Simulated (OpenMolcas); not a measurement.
## 4f ions of charge +4 along the row

```
Program             : OpenMolcas
Method              : CASSCF
Basis               : ANO-RCC-VQZP
Scalar Hamiltonian  : DKH2, point nucleus
Spin-orbit coupling : state interaction with AMFI integrals over the reference wave functions, term energies averaged over their components
```

Active space: the 4f shell.

ζ = ±2S·A comes from the whole width of the ground multiplet by E(J) = (A/2) J(J+1), where its levels are at least 85 % pure. Energies in cm-1.

| Ion | Configuration | Lowest level | Weight (%) | g | g, pure LS | Next level | E | E measured | ζ | ζ measured |
| --- | --- | --- | --- | --- | --- | --- | --- | --- | --- | --- |
| Nd4+ | 4f2 | 3H4 | 97 | 0.806 | 0.800 | 3H5 | 2974 | 2834 | 1105 | 1044 |
| Pm4+ | 4f3 | 4I* 9/2 | 97 | 0.732 | 0.727 | 4I* 11/2 | 2559 |  | 1255 |  |
| Sm4+ | 4f4 | 5I4 | 98 | 0.604 | 0.599 | 5I5 | 1993 |  | 1371 |  |
| Eu4+ | 4f5 | 6H* 5/2 | 96 | 0.295 | 0.284 | 6H* 7/2 | 1358 |  | 1548 |  |
| Gd4+ | 4f6 | 7F0 | 94 |  |  | 7F1 | 487 |  | 1873 |  |
| Dy4+ | 4f8 | 7F6 | 96 | 1.494 | 1.501 | 7F5 | 2522 |  | 2014 |  |
| Ho4+ | 4f9 | 6H* 15/2 | 94 | 1.326 | 1.334 | 6H* 13/2 | 4242 |  | 2306 |  |
| Er4+ | 4f10 | 5I8 | 94 | 1.242 | 1.251 | 5I7 | 6088 |  | 2473 |  |
| Tm4+ | 4f11 | 4I* 15/2 | 97 | 1.197 | 1.200 | 4I* 13/2 | 7734 |  |  |  |
| Yb4+ | 4f12 | 3H6 | 99 | 1.166 | 1.167 | 3F4 [55 %] | 7292 |  |  |  |

Measured columns use the levels in the list in Carvajal Gallego et al., Mon. Not. R. Astron. Soc. 518, 332 (2023) (Nd4+).

The computed ζ goes from 1105 (Nd4+) to 2473 cm-1 (Er4+), a factor of 2.24, rising at every step.

Without dynamic correlation excited terms often stand tens of per cent too high (terms of higher spin than the ground term too low), and those without a measured partner can miss by more than the paired ones. Some levels mix across a computed gap that differs much from the measured one, so their mixing is not that of the real levels (holds for Nd4+). High states are left out of the spin-orbit mixing, which shifts the levels that they would mix with (holds for Pm4+; Sm4+; Eu4+; Gd4+; Dy4+; Ho4+; Er4+; Tm4+). Terms from blocks run as CI alone lack orbitals of their own (holds for Gd4+). Some high roots are left out of the spin-orbit mixing, which shifts the levels that they would mix with (holds for Yb4+). Measured partners are found by configuration, term and J. A level has none where our copy of the source lacks it or the pairing is in doubt (some pairs that miss far off the trend of their configuration count as doubtful), and it then counts in no deviation. Only configurations of the active space appear.

A share in square brackets marks a mixed level and gives the weight of the term that names it, the lowest over the columns. * marks odd parity.
